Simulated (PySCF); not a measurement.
## Where the electron goes

Compound: C2H6ClNSi2.
Structure used (GFN2-xTB), in Å, numbered top down from 1:
```
atom  x, y, z in Å
N1    -2.4360    1.9328    0.8063
C2    -1.9996    0.9040    0.5539
Si3   -1.2807   -0.7699    0.1325
C4     0.3180   -0.4259   -0.8400
Si5    1.6721    0.5420    0.0857
Cl6    2.2968   -0.5769    1.6451
H7    -2.2795   -1.4493   -0.6992
H8    -1.0501   -1.4649    1.3984
H9     0.7261   -1.3823   -1.1711
H10    0.0655    0.1247   -1.7469
H11    2.8184    0.7638   -0.7954
H12    1.1503    1.8013    0.6047
```

Theory: TDDFT B3LYP/def2-SVPD, vertical, gas phase, core orbitals frozen in the response (PySCF 2.14.0, density-fitted response routines).

Frontier orbitals with the atoms that hold most of them (Löwdin shares over 4%, at most four atoms; ? is withheld):

```tsv
orbital	ε (eV)	atoms
LUMO+2	-0.33	Si5 23%, Cl6 21%, Si3 14%, C4 9%
LUMO+1	-0.66	N1 26%, C2 26%, Si3 22%, H8 6%
LUMO	?	?
HOMO	-8.81	?
HOMO-1	-8.93	Cl6 56%, Si5 18%, H12 12%, H11 8%
HOMO-2	-9.50	N1 26%, C2 21%, Cl6 19%, C4 16%
HOMO-3	-9.56	N1 35%, C2 29%, Si3 12%, H8 8%
```

(1) Give the leading atoms of the LUMO.

(2) Which atoms hold the HOMO, and with what shares?

(3) What is the LUMO energy, and the HOMO–LUMO gap?

## Answers

(1) Si3 (bonded to 2 C and 2 H) 22%; N1 (bonded to C) 21%; C2 (bonded to N and Si) 21%; C4 (bonded to 2 Si and 2 H) 9%. By element: carbon 30%, silicon 22% or more, nitrogen 21%.

(2) Cl6 (bonded to Si) 39%; C4 (bonded to 2 Si and 2 H) 22%; Si5 (bonded to C, Cl and 2 H) 15%; H11 (bonded to Si) 7%.

(3) ε(LUMO) = -0.87 eV; the gap is 7.94 eV (0.2919 hartree).

How does S1 compare with the orbital gap of 7.94 eV?

S1 is at 7.08 eV (f = 0.0044), 0.87 eV below the gap, made of HOMO-3→LUMO (37%), HOMO-2→LUMO+1 (20%), HOMO→LUMO+1 (20%). Its leading pair isn't HOMO and LUMO; the energies of that pair differ by 8.69 eV. 

Next come S2 at 7.13 eV (f 0.037), HOMO→LUMO (83%); S3 at 7.24 eV (f 0.022), HOMO→LUMO+1 (33%), HOMO-1→LUMO (29%), HOMO-3→LUMO (17%); S4 at 7.36 eV (f 0.0035), HOMO-1→LUMO (48%), HOMO-3→LUMO (17%), HOMO→LUMO+1 (13%); S5 at 7.39 eV (f 0.0015), HOMO-1→LUMO+1 (19%), HOMO-2→LUMO (18%), HOMO→LUMO+2 (18%).

One conformer stands for the species.
